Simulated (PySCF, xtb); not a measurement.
C3H7FSi2, SMILES C(#C)[SiH2][C@@H]([SiH3])F. One conformer was computed; it need not be the lowest.

Harmonic wavenumbers (cm⁻¹) from xtb with GFN2-xTB at its own minimum, in rising order: 37, 78, 108, 163, 213, 242, 259, 294, 463, 492, 522, 547, 641, 657, 681, 685, 725, 758, 770, 780, 791, 822, 974, 1077, 1257, 2209, 2232, 2245, 2276, 2279, 2283, 2895, 3351.

### Question
What does B3LYP-D3(BJ)/def2-SVP (PySCF) give at its own minimum? (The exact figures need the calculation; the answer reports its results.)

### Answer
44, 84, 138, 175, 233, 243, 259, 347, 502, 551, 624, 639, 699, 745, 748, 778, 823, 849, 924, 946, 949, 952, 1013, 1085, 1280, 2150, 2232, 2239, 2240, 2243, 2247, 3029, 3455. Paired by order, the mean absolute difference is 61 cm⁻¹ and the zero-point energies are 48.3 and 50.7 kcal/mol.
